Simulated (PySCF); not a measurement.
TiCl₃, SMILES [Ti]([Cl])([Cl])[Cl] (connectivity only; charge and spin as stated), neutral, multiplicity 2. The structure is a stationary point at PBE0-D3(BJ)/def2-SVP. The spin state was assumed, not searched. The isomer is the one that the SMILES or the coordinates give; other isomers of the formula were not compared.

These are PySCF with PBE0-D3(BJ)/def2-SVP values and carry that method's errors.

Harmonic wavenumbers (cm⁻¹): 81, 100, 100, 365, 506, 506. Rotational constants (GHz): 1.993, 1.993, 0.9967; symmetry number 6.

**Question.** Work out the zero-point energy and the ideal-gas rigid-rotor harmonic-oscillator thermochemistry at 298.15 K and 1 atm.

**Answer.** ZPE = ½ Σ hcν = ½ × 1659 cm⁻¹ = 2.37 kcal/mol. H − E(el) = 6.64 kcal/mol. Entropy in cal/(mol K): translation 41.01, rotation 25.23, vibration 13.16, spin 1.38, total 80.77. G − E(el) = -17.44 kcal/mol. Cp = 17.82 cal/(mol K). Modes under 150 cm⁻¹ make the vibrational entropy uncertain.
